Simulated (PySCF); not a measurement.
PySCF job for Ge(NH2)2 (GeH4N2), SMILES [NH2][Ge][NH2] (connectivity only; charge and spin as stated), neutral, multiplicity 1, TDA-PBE0/def2-SVPD. Coordinates come from a ωB97X-D3(BJ)/def2-TZVP optimisation. One conformer was computed; it need not be the lowest.

```python
import numpy as np
from pyscf import gto, scf, dft, tdscf

mol = gto.M(
    atom='''
    Ge    0.00000000   -0.00000000    0.46330649
    N     0.00000000   -1.36940127   -0.74547642
    H     0.00000000   -2.32999883   -0.44478703
    H     0.00000000   -1.28114679   -1.74978190
    N     0.00000000    1.36940126   -0.74547642
    H     0.00000000    1.28114680   -1.74978190
    H     0.00000000    2.32999884   -0.44478703
    ''',
    basis='def2-SVPD',
    charge=0,
    spin=0,
    symmetry=True,
    max_memory=1600,
    verbose=4,
)
mf = dft.RKS(mol, xc='pbe0').density_fit(auxbasis='def2-universal-jkfit')
mf.grids.level = 3
mf.conv_tol = 1e-9
mf.max_cycle = 100
mf.kernel()
mf.grids = dft.Grids(mol).set(level=1).build(with_non0tab=True)  # coarser grid for the response kernel
td = tdscf.TDA(mf)
td.singlet = True
td.nstates = 10
td.conv_tol = 1e-4
td.kernel(x0=td.get_init_guess(mf, 15))
td.analyze()
tt = tdscf.TDA(mf)
tt.singlet = False
tt.nstates = 4
tt.conv_tol = 1e-4
tt.kernel(x0=tt.get_init_guess(mf, 9))
tt.analyze(verbose=3)
```

Output:

```
PySCF version 2.14.0

[INPUT] verbose = 4
[INPUT] num. atoms = 7
[INPUT] num. electrons = 50
[INPUT] charge = 0
[INPUT] spin (= nelec alpha-beta = 2S) = 0
[INPUT] symmetry True subgroup None
[INPUT] Mole.unit = angstrom
[INPUT] Symbol           X                Y                Z      unit          X                Y                Z       unit  Magmom
[INPUT]  1 Ge     0.000000000000   0.000000000000   0.463306490000 AA    0.000000000000   0.000000000000   0.875522377834 Bohr   0.0
[INPUT]  2 N      0.000000000000  -1.369401270000  -0.745476420000 AA    0.000000000000  -2.587793354932  -1.408746266121 Bohr   0.0
[INPUT]  3 H      0.000000000000  -2.329998830000  -0.444787030000 AA    0.000000000000  -4.403059659257  -0.840525670459 Bohr   0.0
[INPUT]  4 H      0.000000000000  -1.281146790000  -1.749781900000 AA    0.000000000000  -2.421016558466  -3.306608568721 Bohr   0.0
[INPUT]  5 N      0.000000000000   1.369401260000  -0.745476420000 AA    0.000000000000   2.587793336034  -1.408746266121 Bohr   0.0
[INPUT]  6 H      0.000000000000   1.281146800000  -1.749781900000 AA    0.000000000000   2.421016577363  -3.306608568721 Bohr   0.0
[INPUT]  7 H      0.000000000000   2.329998840000  -0.444787030000 AA    0.000000000000   4.403059678154  -0.840525670459 Bohr   0.0

nuclear repulsion = 186.590313465415
point group symmetry = C2v
symmetry origin: [ 0.00000000e+00 -1.88972612e-09 -2.26767142e-09]
symmetry axis x: [-1. -0. -0.]
symmetry axis y: [0.00000000e+00 1.00000000e+00 1.57276695e-09]
symmetry axis z: [ 0.00000000e+00 -1.57276695e-09  1.00000000e+00]
num. orbitals of irrep A1 = 44
num. orbitals of irrep A2 = 14
num. orbitals of irrep B1 = 18
num. orbitals of irrep B2 = 34
number of shells = 46
number of NR pGTOs = 180
number of NR cGTOs = 110
basis = def2-SVPD
ecp = {}


[settings echo left out]
init E= -2187.61802606544
HOMO (A1) = -0.263702242599777  LUMO (B1) = -0.0728812444106297  gap/eV = 5.19250
cycle= 1 E= -2188.15469557318  delta_E= -0.537  |g|= 0.601  |ddm|= 3.21
HOMO (A2) = -0.161496035325698  LUMO (B1) = -0.00626533648646221  gap/eV = 4.22404
cycle= 2 E= -2188.03594724108  delta_E= 0.119  |g|= 0.934  |ddm|= 1.29
HOMO (A1) = -0.246601175414871  LUMO (B1) = -0.0224828882999817  gap/eV = 6.09857
cycle= 3 E= -2188.22286646579  delta_E= -0.187  |g|= 0.0672  |ddm|= 0.801
HOMO (A1) = -0.25230382999144  LUMO (B1) = -0.0257806061597088  gap/eV = 6.16401
cycle= 4 E= -2188.22399088676  delta_E= -0.00112  |g|= 0.014  |ddm|= 0.083
HOMO (A1) = -0.252778559766101  LUMO (B1) = -0.0257985105791381  gap/eV = 6.17644
cycle= 5 E= -2188.22401358153  delta_E= -2.27e-05  |g|= 0.00371  |ddm|= 0.0144
HOMO (A1) = -0.251993141158067  LUMO (B1) = -0.0251816155250193  gap/eV = 6.17186
cycle= 6 E= -2188.22401671787  delta_E= -3.14e-06  |g|= 0.000711  |ddm|= 0.0063
HOMO (A1) = -0.252063180083099  LUMO (B1) = -0.0252600115083319  gap/eV = 6.17163
cycle= 7 E= -2188.22401682712  delta_E= -1.09e-07  |g|= 5.75e-05  |ddm|= 0.001
HOMO (A1) = -0.252084159608514  LUMO (B1) = -0.025273450208199  gap/eV = 6.17183
cycle= 8 E= -2188.22401682864  delta_E= -1.52e-09  |g|= 1.21e-05  |ddm|= 0.000166
HOMO (A1) = -0.252082884254177  LUMO (B1) = -0.025272770146775  gap/eV = 6.17182
cycle= 9 E= -2188.22401682867  delta_E= -3.5e-11  |g|= 3e-06  |ddm|= 3.1e-05
HOMO (A1) = -0.25208246879216  LUMO (B1) = -0.0252724575846051  gap/eV = 6.17181
Extra cycle  E= -2188.22401682867  delta_E= 4.55e-13  |g|= 3e-06  |ddm|= 7.09e-06
converged SCF energy = -2188.22401682867
tot grids = 27544


******** <class 'pyscf.tdscf.rks.TDA'> for <class 'pyscf.df.df_jk.DFSymAdaptedRKS'> ********
nstates = 10 singlet
deg_eia_thresh = 1.000e-03
wfnsym = None
conv_tol = 0.0001
eigh lindep = 1e-12
eigh level_shift = 0
eigh max_cycle = 100


Excitation energies (eV)
[5.43073204 5.5982851  6.36565633 6.38189944 6.4943527  6.78417094
 7.03723188 7.51797032 7.5649371  7.66360093]

** Singlet excitation energies and oscillator strengths **
Excited State   1:   B1      5.43073 eV    228.30 nm  f=0.1185
      25 -> 26        0.69147
Excited State   2:   B2      5.59829 eV    221.47 nm  f=0.0422
      24 -> 26        0.66801
      25 -> 27       -0.19570
Excited State   3:   A2      6.36566 eV    194.77 nm  f=0.0000
      24 -> 28       -0.69741
Excited State   4:   B1      6.38190 eV    194.27 nm  f=0.0524
      24 -> 27        0.69665
Excited State   5:   A1      6.49435 eV    190.91 nm  f=0.0007
      23 -> 26        0.35753
      25 -> 28       -0.60570
Excited State   6:   B2      6.78417 eV    182.76 nm  f=0.4472
      24 -> 26       -0.17417
      25 -> 27       -0.66753
Excited State   7:   A1      7.03723 eV    176.18 nm  f=0.1242
      23 -> 26        0.58157
      25 -> 28        0.35767
Excited State   8:   A1      7.51797 eV    164.92 nm  f=0.4213
      25 -> 29        0.70024
Excited State   9:   A2      7.56494 eV    163.89 nm  f=0.0000
      23 -> 27       -0.61244
      24 -> 29        0.32390
Excited State  10:   B1      7.66360 eV    161.78 nm  f=0.0964
      23 -> 28        0.67576
      24 -> 31        0.17865

** Transition electric dipole moments (AU) **
state          X           Y           Z        Dip. S.      Osc.
  1         0.9436      0.0000     -0.0000      0.8904      0.1185
  2         0.0000     -0.5544      0.0000      0.3074      0.0422
  3         0.0000      0.0000     -0.0000      0.0000      0.0000
  4        -0.5789     -0.0000     -0.0000      0.3351      0.0524
  5        -0.0000      0.0000      0.0674      0.0045      0.0007
  6        -0.0000      1.6402      0.0000      2.6903      0.4472
  7        -0.0000     -0.0000     -0.8488      0.7205      0.1242
  8        -0.0000     -0.0000     -1.5124      2.2874      0.4213
  9        -0.0000     -0.0000      0.0000      0.0000      0.0000
 10        -0.7166      0.0000      0.0000      0.5135      0.0964

** Transition velocity dipole moments (imaginary part, AU) **
state          X           Y           Z        Dip. S.      Osc.
  1         0.0003      0.0000     -0.0000      0.0000      0.0000
  2        -0.0000     -0.0217      0.0000      0.0005      0.0015
  3         0.0000      0.0000     -0.0000      0.0000      0.0000
  4        -0.1316     -0.0000     -0.0000      0.0173      0.0492
  5        -0.0000     -0.0000      0.0343      0.0012      0.0033
  6        -0.0000      0.2592     -0.0000      0.0672      0.1797
  7        -0.0000     -0.0000     -0.0611      0.0037      0.0096
  8        -0.0000      0.0000     -0.3667      0.1345      0.3246
  9         0.0000     -0.0000      0.0000      0.0000      0.0000
 10        -0.1901      0.0000      0.0000      0.0361      0.0856

** Transition magnetic dipole moments (imaginary part, AU) **
state          X           Y           Z
  1         0.0000     -1.4513     -0.0000
  2        -0.0456     -0.0000      0.0000
  3         0.0000     -0.0000     -0.7362
  4         0.0000     -0.1163     -0.0000
  5        -0.0000     -0.0000     -0.0000
  6         1.3514     -0.0000     -0.0000
  7         0.0000     -0.0000     -0.0000
  8         0.0000     -0.0000      0.0000
  9         0.0000      0.0000      0.0820
 10         0.0000     -0.0413     -0.0000


******** <class 'pyscf.tdscf.rks.TDA'> for <class 'pyscf.df.df_jk.DFSymAdaptedRKS'> ********
nstates = 4 triplet
deg_eia_thresh = 1.000e-03
wfnsym = None
conv_tol = 0.0001
eigh lindep = 1e-12
eigh level_shift = 0
eigh max_cycle = 100


Excitation energies (eV)
[3.54368677 4.3256294  5.32654122 5.35552338]

** Triplet excitation energies and oscillator strengths **
Excited State   1:   B1      3.54369 eV    349.87 nm  f=0.0000
Excited State   2:   B2      4.32563 eV    286.63 nm  f=0.0000
Excited State   3:   A1      5.32654 eV    232.77 nm  f=0.0000
Excited State   4:   B2      5.35552 eV    231.51 nm  f=0.0000
```

The calculation finished and met its thresholds.
